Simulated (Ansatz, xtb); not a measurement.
Two isomers of C3H6O4S

Structure I: `C[C@@H]1COS(=O)(=O)O1`, a singlet. Structure II: `CCS(=O)(=O)OC=O`, a singlet. Both are isolated molecules in the gas phase, relaxed with B3LYP-D3(BJ)/def2-SVP; the shapes shown needn't be the lowest conformers.

I (Å):

```xyz
14

C     0.3163   -1.2538    0.0473
C     1.0229    0.0548    0.3141
C     2.0317    0.0226    1.4658
O     2.1722    1.3835    1.8755
O     0.9884    3.3962    0.9744
O     0.0106    2.1817    2.9621
O     0.0534    1.0380    0.7375
S     0.7337    2.1805    1.7108
H    -0.4167   -1.1386   -0.7634
H    -0.2100   -1.5981    0.9501
H     1.0486   -2.0191   -0.2548
H     1.5156    0.4354   -0.5979
H     3.0217   -0.3339    1.1519
H     1.6589   -0.5903    2.3049
```

II (Å):

| atom | x (Å) | y (Å) | z (Å) |
| --- | --- | --- | --- |
| C | 0.9869 | -1.4317 | 1.4187 |
| C | 1.7998 | -0.4258 | 0.6218 |
| C | -0.5219 | 1.8057 | 0.2212 |
| O | 2.1099 | 1.0871 | 2.8080 |
| O | 2.5329 | 2.1499 | 0.5347 |
| O | 0.1620 | 1.6472 | 1.3803 |
| O | -0.1693 | 1.4494 | -0.8646 |
| S | 1.8358 | 1.2062 | 1.3887 |
| H | -0.0736 | -1.1444 | 1.4614 |
| H | 1.3662 | -1.5152 | 2.4466 |
| H | 1.0551 | -2.4179 | 0.9356 |
| H | 2.8698 | -0.6833 | 0.5716 |
| H | 1.4265 | -0.2448 | -0.3950 |
| H | -1.4875 | 2.3039 | 0.4524 |

Which of the two would you expect CCSD(T)/def2-SVP + ΔMP2/def2-TZVPP electronic energies to favour?

Structure II; the calculation gives E(II) − E(I) = −0.223 eV.

How the difference moves with the method:

```tsv
level	geometry	E(II) − E(I) (eV)	departure from the last row (eV)	job, with rough time for the two
B3LYP-D3(BJ)/def2-SVP	B3LYP-D3(BJ)/def2-SVP	−0.673	−0.450	optimisation, 95 s
HF/def2-SVP	B3LYP-D3(BJ)/def2-SVP	−0.576	−0.353	part of the CCSD(T) run
MP2/def2-SVP	B3LYP-D3(BJ)/def2-SVP	−0.668	−0.445	part of the CCSD(T) run
CCSD(T)/def2-SVP	B3LYP-D3(BJ)/def2-SVP	−0.644	−0.421	single point
CCSD(T)/def2-SVP + ΔMP2/def2-TZVPP	B3LYP-D3(BJ)/def2-SVP	−0.223		single point, 100 s
```

As drawn, II has 1 C–S, 1 C=O in place of 1 C–C, 1 C–O, 1 O–S. Structure I has a 5-membered ring, II no ring.

None of the levels shown reverses the order. The largest departure from CCSD(T)/def2-SVP + ΔMP2/def2-TZVPP is that of B3LYP-D3(BJ)/def2-SVP, 0.450 eV. Levels run at GFN2-xTB geometries aren't shown. The last row adds to CCSD(T) the change of the MP2 difference between the two basis sets, here +0.421 eV, a large step that makes the value less sure.

With thermal terms from frequencies at re-optimised GFN2-xTB minima (ideal gas, soft modes damped towards free rotors, one conformer each, 298.15 K, 1 atm): on the last row, ΔE + ΔZPE = −0.320, ΔH = −0.273, ΔG = −0.382 eV.

The correlated steps freeze 12 core orbitals. Mirror images aren't counted in ΔG. Run with Ansatz 0.2.0, xtb 6.7.1; the last row on 4 threads of Arm Neoverse V1 on a shared host.
